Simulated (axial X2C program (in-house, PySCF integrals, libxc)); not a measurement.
# Worked dissociation energy of TiSi⁺: MP2, without spin–orbit coupling

Computed with an in-house all-electron X2C program for linear molecules (integrals from PySCF). Spin-free means the one-electron spin-free X2C Hamiltonian. Basis: Ti dyall-cv3z [10s10p6d4f2g], Si dyall-v3z [8s7p2d1f] (cores contracted in-house); Gaussian nuclei, density fitting, unrestricted open shells. Masses: Ti 47.948 u, Si 27.977 u.

Molecular state: M_S = 5/2, Λ = 2 (beyond evenly filled blocks: 2 × σα, π+α, π-α, δ+α).

Correlated methods: 15 electrons correlated (number of frozen shells: Ti 2 s, 1 p; Si 2 s, 1 p), 253 virtual spin orbitals or spinors in MP2.

| Item | Value |
| --- | --- |
| E(Ti+) (2M_S = 3, M_L = 3) | -852.874014 hartree |
| E(Si) (2M_S = 2, M_L = 0) | -289.520026 hartree |
| E(TiSi⁺) at Re | -1142.455177 hartree |
| ωe | 380.2 cm⁻¹ |
| ωexe | 1.23 cm⁻¹ |

(1) Work out De and D0.

The state is a single determinant with fixed occupations, the lowest that a limited PBE0 search found. De is counted from the lowest determinant-based energies of the atoms at the same level, without counterpoise correction. PBE0 can misorder states that lie within some tenths of an eV, so this need not be the ground state of the molecule. The nearest other spin-free determinant of the search, M_S = 3/2, Λ = 2, lies 0.21 eV up at the distance of the search.

Each atomic determinant is the lowest at this level and need not be a pure term. Totals compare only within one Hamiltonian and basis.

## Answers

(1) De = -852.874014 + (-289.520026) − (-1142.455177) = 0.06114 hartree = 1.664 eV. The zero-point energy is ωe/2 − ωexe/4 = 190 cm⁻¹ = 0.024 eV, so D0 = 1.640 eV.
